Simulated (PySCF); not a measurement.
Compound: C2H15NSi4.
Numbering: `[CH3:1][N:2]([CH3:3])[SiH2:4][SiH:5]([SiH3:6])[SiH3:7]` (hydrogens: H8, H9, H10 on C1; H11, H12, H13 on C3; H14, H15 on Si4; H16 on Si5; H17, H18, H19 on Si6; H20, H21, H22 on Si7)

Torsions of this conformer, `[CH3:1][N:2]([CH3:3])[SiH2:4][SiH:5]([SiH3:6])[SiH3:7]`: C1–N2–Si4–Si5 148°, N2–Si4–Si5–Si6 -38°.

The closed-shell ground state was solved at several levels (PySCF, density fitting, gas phase, non-relativistic). Geometry: PBE0-D3(BJ)/def2-SVP, one conformer, isolated molecule.

```tsv
level	basis functions	total energy (Eh)	HOMO (eV)	LUMO (eV)	gap (eV)	dipole (D)
mPW1PW91/pcSseg-1	222	-1297.9184	-6.44	-0.36	6.08	1.17
PBE0/pcSseg-1	222	-1297.2430	-6.40	-0.38	6.02	1.17
```

(1) Estimate the row for PBE0/def2-SVPD, a basis of 276 functions; the other rows only guide the guess.

(2) Over all these levels, which gives the widest orbital gap and which the narrowest?

(3) How far do the dipole and the HOMO energy spread over the levels?

Answers

(1) Total energy -1296.8548 Eh, HOMO -6.39 eV, LUMO -0.41 eV, gap 5.98 eV, dipole 1.04 D.

(2) mPW1PW91/pcSseg-1 (global hybrid, 25 % exact exchange) has the widest, 6.08 eV, and PBE0/def2-SVPD (global hybrid, 25 % exact exchange) the narrowest, 5.98 eV. Functional and basis both differ between the two, so the spread mixes both effects.

(3) The dipole runs from 1.04 to 1.17 D (mean 1.13 D) and the HOMO from -6.44 to -6.39 eV.
